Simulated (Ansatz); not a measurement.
`CC1=[N+](C)[Zn-]([CH3])[N]1C` + `FC(F)(F)[SeH]` → `[CH3][Zn][Se]C(F)(F)F` + `C/N=C(\C)NC`  (ligand exchange at a Zn–N bond)

Computed with Ansatz on PBE0-D4/def2-TZVP structures; ΔE is electronic, products minus reactants. CBS: MP2 limit from def2 TZ/QZ plus the TZ coupled-cluster correction, frozen cores. DFT in def2-TZVPP. For Se, Zn outer-core shells are correlated without core-valence functions, which leaves a few kJ/mol of doubt a bond. Scalar relativity is left out up to krypton. Each species was taken in one conformer, which may not be the lowest.

CCSD(T)/CBS gives -47.7 kJ/mol.

Problem. Another level gave -47.5 kJ/mol. Which?
A. ωB97X-V/def2-TZVPP
B. LDA (SPW92)/def2-TZVPP
C. revPBE/def2-TZVPP
D. CAM-B3LYP/def2-TZVPP

Solution. A. ωB97X-V -47.5, CAM-B3LYP -52.4, LDA (SPW92) -40.5, revPBE -57.5 kJ/mol.

Largest T1 diagnostic among the species: 0.014.

Leaving LDA and LC-ωPBE aside and taking each functional with its dispersion term where it has one, the values, not all of them listed here, spread over 7.2 kJ/mol, from BHLYP-D4 to PBE-QIDH. LDA lies +13.8 kJ/mol from PBE without D4. The D4 term adds +6.3 kJ/mol with B3LYP and +3.8 kJ/mol with PBE0; it sums over pairs of atoms, weighted by their polarisabilities, and B3LYP, whose exchange is more repulsive, gets the larger term. In def2-TZVPP, CCSD(T) changes the Hartree–Fock value by +22.9 kJ/mol (the triples alone add +3.9 kJ/mol) and MP2 by +18.7 kJ/mol.

CCSD(T)/CBS has its own doubt, a few kJ/mol and more with outer-core shells, so smaller differences from it don't rank the levels.

B3LYP here is the variant with VWN-RPA as its local correlation; programs differ in this.
